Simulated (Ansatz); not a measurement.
Cost and result for the atomization energy of GeH₃I, SMILES `[GeH3][I]` (5 atoms, 4 bonds).

```xyz
5

Ge    0.068    0.168   -0.135
I    -0.693   -1.702    1.364
H     1.586    0.040   -0.297
H    -0.310    1.488    0.545
H    -0.652    0.006   -1.477
```

The species carries charge 0 and has multiplicity 1. Correlated methods include outer-core shells of Ge, I, which these sets cover unevenly. Scalar relativity is left out up to krypton. I takes the def2 core potential. The geometry is a stationary point of PBE0-D4/def2-TZVP. Program: Ansatz. All runs use 4 threads of an Intel Xeon Platinum 8488C on a shared host. Times are those of one run each, without the atoms' runs, and a repeat can differ threefold. Electronic energies, without spin–orbit coupling; frozen cores. CCSD(T)/CBS adds CCSD(T) − MP2 in def2-TZVPP to the MP2 limit, and its time is that of the two runs behind it. T1 = 0.009. With those shells the extrapolation isn't a true limit.

CCSD(T)/CBS is a level of theory with its own doubt, some kJ/mol a heavy atom from the limit and from the frozen cores, so smaller differences don't rank the functionals.

```json
{"level": "LDA (SPW92)/def2-TZVPP", "functions": "140", "wall time": "0.45 s"}
{"level": "revPBE-D4/def2-TZVPP", "functions": "140", "wall time": "0.65 s"}
{"level": "PBE-D4/def2-TZVPP (with forces)", "functions": "140", "wall time": "0.7 s"}
{"level": "BLYP-D4/def2-TZVPP", "functions": "140", "wall time": "0.7 s"}
{"level": "PBE0-D4/def2-TZVPP", "functions": "140", "wall time": "0.85 s"}
{"level": "BHLYP-D4/def2-TZVPP", "functions": "140", "wall time": "1.5 s"}
{"level": "CCSD(T)/def2-SVP", "functions": "73", "wall time": "1.9 s"}
{"level": "PBE-QIDH/def2-TZVPP", "functions": "140", "wall time": "2.7 s"}
{"level": "B2PLYP/def2-TZVPP", "functions": "140", "wall time": "2.7 s"}
{"level": "ωB97M-V/def2-TZVPP (with forces)", "functions": "140", "wall time": "4.5 s"}
{"level": "MP2/def2-QZVPP", "functions": "261", "wall time": "6.5 s"}
{"level": "CCSD(T)/def2-TZVPP", "functions": "140", "wall time": "8 s"}
{"level": "CCSD(T)/CBS(def2)", "functions": "–", "wall time": "15 s"}
```

(1) What atomization energy does each give, and how far from CCSD(T)/CBS? (Estimate.)

Answers

(1) Ansatz gave: 
```json
{"level": "LDA (SPW92)/def2-TZVPP", "atomization (kJ/mol)": "1326.1", "difference from CCSD(T)/CBS": "129.3", "per bond": "32.3"}
{"level": "revPBE-D4/def2-TZVPP", "atomization (kJ/mol)": "1140.1", "difference from CCSD(T)/CBS": "-56.7", "per bond": "-14.2"}
{"level": "PBE-D4/def2-TZVPP (with forces)", "atomization (kJ/mol)": "1164.1", "difference from CCSD(T)/CBS": "-32.7", "per bond": "-8.2"}
{"level": "BLYP-D4/def2-TZVPP", "atomization (kJ/mol)": "1150.4", "difference from CCSD(T)/CBS": "-46.4", "per bond": "-11.6"}
{"level": "PBE0-D4/def2-TZVPP", "atomization (kJ/mol)": "1163.3", "difference from CCSD(T)/CBS": "-33.5", "per bond": "-8.4"}
{"level": "BHLYP-D4/def2-TZVPP", "atomization (kJ/mol)": "1158.7", "difference from CCSD(T)/CBS": "-38.1", "per bond": "-9.5"}
{"level": "CCSD(T)/def2-SVP", "atomization (kJ/mol)": "1102.8", "difference from CCSD(T)/CBS": "-94.0", "per bond": "-23.5"}
{"level": "PBE-QIDH/def2-TZVPP", "atomization (kJ/mol)": "1171.9", "difference from CCSD(T)/CBS": "-24.9", "per bond": "-6.2"}
{"level": "B2PLYP/def2-TZVPP", "atomization (kJ/mol)": "1159.7", "difference from CCSD(T)/CBS": "-37.1", "per bond": "-9.3"}
{"level": "ωB97M-V/def2-TZVPP (with forces)", "atomization (kJ/mol)": "1163.5", "difference from CCSD(T)/CBS": "-33.3", "per bond": "-8.3"}
{"level": "MP2/def2-QZVPP", "atomization (kJ/mol)": "1173.4", "difference from CCSD(T)/CBS": "-23.4", "per bond": "-5.8"}
{"level": "CCSD(T)/def2-TZVPP", "atomization (kJ/mol)": "1169.3", "difference from CCSD(T)/CBS": "-27.5", "per bond": "-6.9"}
{"level": "CCSD(T)/CBS(def2)", "atomization (kJ/mol)": "1196.8", "difference from CCSD(T)/CBS": "0.0", "per bond": "0.0"}
```

At CCSD(T), def2-SVP lies −94.0 kJ/mol from the extrapolated value and def2-TZVPP −27.5 kJ/mol: correlation converges slowly with the basis, and small sets miss more of it in the bonded molecule than in its fragments. From BLYP to BHLYP (50 % exact exchange), in def2-TZVPP and without D4, the atomization energy moves by +12.9 kJ/mol. In def2-TZVPP, CCSD(T) changes the Hartree–Fock value by +302.8 kJ/mol (the triples alone add +14.6 kJ/mol) and MP2 by +291.1 kJ/mol; breaking electron pairs costs correlation energy, which Hartree–Fock lacks.

Spin–orbit coupling would lower the free I atoms strongly, and the atomization energy with them, by more than many differences here. For some Ge, Se and Sn compounds the MP2-based and the directly extrapolated limit differ by 10 to 25 kJ/mol.
